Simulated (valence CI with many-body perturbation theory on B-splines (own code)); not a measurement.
# Tb LII in brief

Level of theory: configuration interaction combined with many-body perturbation theory (CI+MBPT): four valence electrons over a frozen Dirac-Fock core [Ne], radial functions for each j: 9 s, 9 p, 8 d, 6 f, 3 g, 1 h, with the one-electron correlation potential Σ1 (screened to all orders), the two-electron term Σ2, the three-electron term Σ3, Breit, model QED; selected single and double excitations, second order for the rest, scaled by the run's own slope (own B-spline code, finite nucleus).

No measured spectrum was set against this ion. As an estimate, large intervals hold to a few tenths of a per cent, small ones and those within an open d or f shell to about a per cent.

Levels are named by their leading jj configuration (3d3/2^4 stands for four electrons in 3d with j = 3/2), which in mixed levels can hold well under half, so a name can repeat and another be missing.

Rates and lifetimes use the calculated energies. Strong lines usually hold to 10 to 20 %, long lifetimes can be off by a factor of two.

(1) What is the ground level?

(2) How well does LS coupling describe the low levels?

(3) Where does the other parity begin?

(4) What is the ionisation energy?

(5) Name the longest-lived excited levels whose lifetime is computed, and their main decay.

(6) What are the static dipole polarisabilities of the lowest levels?

Results:

(1) (3s^2 3p1/2^2) J=0, composition 70 % 3s2 3p2 3P + 30 % 3s2 3p2 1S.

(2) Among the lowest 20 levels the leading LS term, summed over configurations, holds 58 % on average. For single configurations the figures are 56 % in LS and 93 % in jj coupling. Terms mix most in the J = 2 level at 517.25 eV, where the leading one holds 29 %.

(3) At (3s 3p1/2^2 3p3/2) J=2, 321.30 eV.

(4) 4761.5 eV; NIST lists 4760 ± 4 eV (theoretical).

(5) (3s^2 3p1/2 3p3/2) J=2 at 192.55 eV lives 2.56 μs, mostly by E2 to (3s^2 3p1/2^2) J=0; (3s^2 3p3/2 3d5/2) J=4 at 610.97 eV lives 24.6 ns, mostly by M1 to (3s^2 3p1/2 3d5/2) J=3; (3s^2 3p1/2 3p3/2) J=1 at 184.48 eV lives 24.4 ns, mostly by M1 to (3s^2 3p1/2^2) J=0.

(6) (3s^2 3p1/2^2) J=0 0.00465 bohr³, of which the core gives 8.09e-05.
